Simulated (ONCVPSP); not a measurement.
# Cutoff test, beryllium (Be), ONCV

```json
{
  "Element": "Be",
  "Generator": "ONCVPSP 4.0.1",
  "Type": "optimised norm-conserving Vanderbilt (ONCV)",
  "Functional": "PBE",
  "Relativity": "scalar-relativistic",
  "Frozen core": "none",
  "Valence charge": "4",
  "Reference configuration": "1s2 2s1 (charge +1)",
  "Partial waves": "1s+2s: rc 0.75 bohr, ncon 4, nbas 9, qcut 18.3 1/bohr, 2 projectors; p scattering state at 0.32 Ha: rc 0.65 bohr, ncon 4, nbas 8, qcut 10.2 1/bohr, 2 projectors, debl 3.5 Ha; d scattering state at 0.46 Ha: rc 0.75 bohr, ncon 3, nbas 8, qcut 14.4 1/bohr, 1 projector",
  "Local potential": "polynomial inside 0.60 bohr (lpopt 2, dvloc0 6 Ha)",
  "Core correction": "none"
}
```

Task: For each optimised wave give the share of its norm inside rc, the residual kinetic energy above qcut (Ha) and the cutoffs (Ha) for errors of 10, 1, 0.1 and 0.01 mHa per electron.

Result:

| wave | norm inside rc | residual KE | 10 mHa | 1 mHa | 0.1 mHa | 0.01 mHa |
| --- | --- | --- | --- | --- | --- | --- |
| 1s | 0.898 | 1.2e-07 | 84.2 | 108.3 | 128.2 | 143.9 |
| 2s | 0.027 | 1.1e-07 | 53.9 | 84.6 | 111.9 | 135.5 |
| p projector 1 | 0.021 | 1.4e-04 | 12.7 | 31.6 | 55.6 | 329.6 |
| p projector 2 | 0.040 | 5.3e-04 | 23.9 | 46.0 | 69.9 | 278.4 |
| d projector 1 | 0.002 | 4.4e-08 | 3.6 | 7.9 | 18.1 | 33.1 |

The occupied waves need 108 Ha and 128 Ha for 1 and 0.1 mHa. Rows with under 1 % of the norm inside rc give no meaningful cutoff.
